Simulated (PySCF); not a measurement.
C3H11FSi2.
SMILES: `C[SiH2][C@H](F)C[SiH3]`

Torsions of this conformer, `[CH3:1][SiH2:2][C@H:3]([F:4])[CH2:5][SiH3:6]`: C1–Si2–C3–F4 61°, Si2–C3–C5–Si6 177°.

The closed-shell ground state was solved at several levels (PySCF, density fitting, gas phase, non-relativistic). Geometry: GFN2-xTB, one conformer, isolated molecule.

```json
{"level": "PBE0/def2-SVPD", "basis functions": "219", "total energy (Eh)": "-798.9382", "HOMO (eV)": "-7.81", "LUMO (eV)": "0.30", "gap (eV)": "8.11", "dipole (D)": "1.73"}
{"level": "B3LYP/def2-SVPD", "basis functions": "219", "total energy (Eh)": "-799.4757", "HOMO (eV)": "-7.62", "LUMO (eV)": "0.06", "gap (eV)": "7.68", "dipole (D)": "1.74"}
```

Question: Estimate the row for PBE0/pcSseg-1, a basis of 171 functions; the other rows only guide the guess.

Answer: Total energy -799.2226 Eh, HOMO -7.80 eV, LUMO 0.70 eV, gap 8.50 eV, dipole 1.71 D.

Question: Over all these levels, which gives the widest orbital gap and which the narrowest?

Answer: PBE0/pcSseg-1 (global hybrid, 25 % exact exchange) has the widest, 8.50 eV, and B3LYP/def2-SVPD (global hybrid, 20 % exact exchange) the narrowest, 7.68 eV. Functional and basis both differ between the two, so the spread mixes both effects.

Question: How far do the dipole and the HOMO energy spread over the levels?

Answer: The dipole runs from 1.71 to 1.74 D (mean 1.73 D) and the HOMO from -7.81 to -7.62 eV.
